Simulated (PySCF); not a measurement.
## How methods differ on the excitation energy of C

C [He] 2s2 2p2 (3P) → C [He] 2s1 2p3 (5S), as a difference of total energies. All numbers are calculated (PySCF 2.14, the spin-free X2C one-electron Hamiltonian (Gaussian nucleus), in aug-cc-pCVQZ-DK (9s8p6d4f2g, 109 functions)). Correlated levels: valence: 1s2 frozen; valence and next inner shell: nothing frozen. The calculations carry no spin-orbit coupling.

| method | excitation energy (eV) |
| --- | --- |
| UHF | 2.587 |
| LDA | 4.077 |
| PBE | 4.131 |
| PBE0 | 4.026 |
| r2SCAN | 3.623 |
| BLYP | 4.850 |
| BP86 | 4.287 |
| TPSS | 4.417 |
| MP2 (valence) | 3.788 |
| SCS-MP2 (valence) | 4.390 |
| MP2 (valence and next inner shell) | 3.783 |
| SCS-MP2 (valence and next inner shell) | 4.388 |

Errors of the correlated levels include the incompleteness of this basis and the frozen core.

Q: Which method comes closest to the reference value, and which is furthest?

A: The reference is 4.179 eV (measured; NIST levels, between the centres of gravity of the two terms). Closest: PBE (error -0.048 eV); furthest: UHF (error -1.592 eV).
